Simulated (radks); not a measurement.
Problem. The caesium anion Cs-, [Xe] 6s2, held by a Watson sphere: a shell of charge +0.84 at radius R that stands for the Madelung well of a crystal (potential energy -0.84/R inside, -0.84/r outside, in hartree with lengths in bohr). Calculated with a radial shooting solver on a logarithmic mesh with Libxc functionals: scalar-relativistic Kohn-Sham, PBE, spin-unpolarised, spherical densities, finite nucleus; Fermi nuclear charge, rms radius of each element as measured or else 0.836 A^(1/3) + 0.57 fm. Response by self-consistent Sternheimer equations with the Hartree and adiabatic LDA kernel, the relativistic mass of each level held fixed and spin-orbit coupling left out. The sphere does not respond.

R (bohr)  e(5s) (eV)  e(5p) (eV)  e(6s) (eV)  <r> 6s (bohr)  sum of <r^2> (bohr^2)  X-ray form factor at sin(theta)/lambda = 0.1 1/angstrom  alpha (bohr^3)
2.81         -28.105     -14.920      -2.384          5.111                  110.5                                                   50.761           325.7
4.74         -26.114     -12.951      -2.222          5.509                  120.4                                                   50.634           418.3
5.06         -25.974     -12.806      -2.172          5.606                  122.8                                                   50.620           447.2
5.24         -25.908     -12.736      -2.143          5.662                  124.2                                                   50.613           464.6
5.79         -25.748     -12.568      -2.051          5.831                  128.5                                                   50.594           522.6

Estimate the row for R = 4.34 bohr.

Solution. e(5s) (eV) -26.339; e(5p) (eV) -13.184; e(6s) (eV) -2.277; <r> 6s (bohr) 5.392; sum of <r^2> (bohr^2) 117.6; X-ray form factor at sin(theta)/lambda = 0.1 1/angstrom 50.655; alpha (bohr^3) 386.6.
